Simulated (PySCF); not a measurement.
C4H11O2Si, SMILES [Si](C)(C)(O[CH2])OC, doublet at its GFN2-xTB optimised geometry (Å):

```
18

C     -1.0718     1.3517     0.8504
O     -1.2120     0.3259     0.0000
Si    -0.6745    -1.2312     0.0000
C      1.2350    -1.2312     0.0000
C     -1.3877    -2.2415     1.4366
O     -1.3356    -1.9069    -1.3183
C     -1.2144    -1.5260    -2.6606
H     -1.6358     2.2337     0.6176
H     -0.6506     1.1891     1.8241
H      1.6330    -2.2337    -0.1243
H      1.6292    -0.6188    -0.8078
H      1.6358    -0.8349     0.9284
H     -1.1280    -1.7883     2.3882
H     -1.0069    -3.2564     1.4408
H     -2.4702    -2.2957     1.3800
H     -1.4512    -0.4683    -2.7873
H     -1.9153    -2.1274    -3.2403
H     -0.1990    -1.7077    -3.0203
```

Method: unrestricted PBE0/def2-SVP in PySCF. Cells within 0.4 Å of a nucleus heavier than hydrogen are left out (blank, or x).

Map of the Laplacian of the electron density (e/bohr⁵), clipped to [-1.50, 1.50] on the plane z = 0.0 Å:

```
|444444444444444444444444444|
|444444444444444444444444444|
|444444444444444444444444444|
|444444444444444444444444444|
|444444444444444444444444444|
|444444444444444444444444444|
|444444455555444444444444444|
|444444455555544444444444444|
|444444455555544444444444444|
|444444455555544444444444444|
|444444456666554444444444444|
|444444556006554444444444444|
|444444555xx5654444444444444|
|444444555xx5555555554444444|
|444444456545555555555444444|
|444444455599954554555444444|
|44444444569xx643xx455444444|
|4444444556xxx632xx455444444|
|444444455599954431355444444|
|444444455555555542155444444|
|444444445555545554454444444|
|444444444554444455554444444|
|444444444444444444444444444|
|444444444444444444444444444|
|444444444444444444444444444|
|444444444444444444444444444|
|444444444444444444444444444|
```
Scale: ten equal steps from -1.43 (start of '0') to 1.50 (end of '9'), in the order '0123456789'; x runs from -4.50 to 4.50, y from -4.50 (bottom) to 4.50 (top).
